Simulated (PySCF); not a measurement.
Nuclear quadrupole coupling in `[SiH3]N([SiH3])[BH2-][n+]1ccccc1`

Compound: C5H13BN2Si2.
Geometry (PBE0-D3(BJ)/def2-SVP, Å), atoms numbered from 1 in this order:
```xyz
23
C5H13BN2Si2 angstrom
Si     2.3433   -1.2550    1.2452
N      1.6268    0.1251    0.4761
Si     2.1044    1.7806    0.6818
B      0.8339   -0.1628   -0.7834
N     -0.7585   -0.2661   -0.4210
C     -1.2145   -0.0393    0.8129
C     -2.5697   -0.1134    1.1139
C     -3.4687   -0.4328    0.1027
C     -2.9772   -0.6687   -1.1822
C     -1.6140   -0.5763   -1.4040
H      3.3858   -1.9357    0.4126
H      1.2859   -2.2747    1.5519
H      2.9785   -0.8441    2.5384
H      2.8019    1.9480    1.9974
H      0.8938    2.6683    0.6845
H      3.0172    2.2824   -0.3939
H      1.0823   -1.2519   -1.2997
H      0.8780    0.7432   -1.6158
H     -0.4409    0.2016    1.5455
H     -2.9044    0.0785    2.1344
H     -4.5393   -0.4991    0.3090
H     -3.6426   -0.9240   -2.0083
H     -1.1604   -0.7495   -2.3826
```

Field gradients from the PBE0/pcSseg-1 density (PySCF, non-relativistic), principal values in atomic units, ordered |Vxx| ≤ |Vyy| ≤ |Vzz|:

```json
{"atom": "N2", "Vxx": "0.2181", "Vyy": "0.3249", "Vzz": "-0.5430"}
{"atom": "B4", "Vxx": "-0.0580", "Vyy": "-0.1477", "Vzz": "0.2058"}
{"atom": "N5", "Vxx": "0.2161", "Vyy": "0.3115", "Vzz": "-0.5275"}
```

Question: Find the asymmetry η = (Vxx − Vyy)/Vzz and the couplings χ = eQV/h (234.96 MHz × Q in barn × V in au), with Q(14N) = 0.02044 b, Q(11B) = 0.04059 b.

Answer: 
```tsv
atom	environment	nucleus	η	χzz (MHz)	χxx (MHz)	χyy (MHz)
N2	nitrogen bridging silicon atoms	14N	0.20	-2.608	1.047	1.561
B4	four-coordinate boron	11B	0.44	1.963	-0.554	-1.409
N5	nitrogen bonded to B and 2 C	14N	0.18	-2.534	1.038	1.496
```

Question: What is Vzz at N5 in SI units (1 au = 9.71736 × 10²¹ V/m²)?

Answer: -0.5275 au = -5.126 × 10²¹ V/m².

Question: And the gradient at the other heavy atoms, for which no coupling is worked out here?

Answer: 
| atom | environment | Vzz (au) | η |
| --- | --- | --- | --- |
| Si1 | SiH3 silicon | 0.179 | 0.43 |
| Si3 | SiH3 silicon | 0.182 | 0.44 |
| C6 | aromatic CH next to a ring nitrogen | 0.359 | 0.86 |
| C7 | aromatic CH carbon | 0.317 | 0.07 |
| C8 | aromatic CH carbon | 0.410 | 0.09 |
| C9 | aromatic CH carbon | 0.312 | 0.06 |
| C10 | aromatic CH next to a ring nitrogen | 0.326 | 0.86 |

Were the hydrogens deuterons (Q(2H) = 0.00286 b), χzz would run from 92 kHz (H15, H12, H14 and H13) to 204 kHz (H22 and H20).

One conformer (not necessarily the lowest) at the PBE0-D3(BJ)/def2-SVP geometry, without solvent, vibrations or thermal averaging. The basis is small and wasn't made for field gradients, so the couplings can be 20 % off.
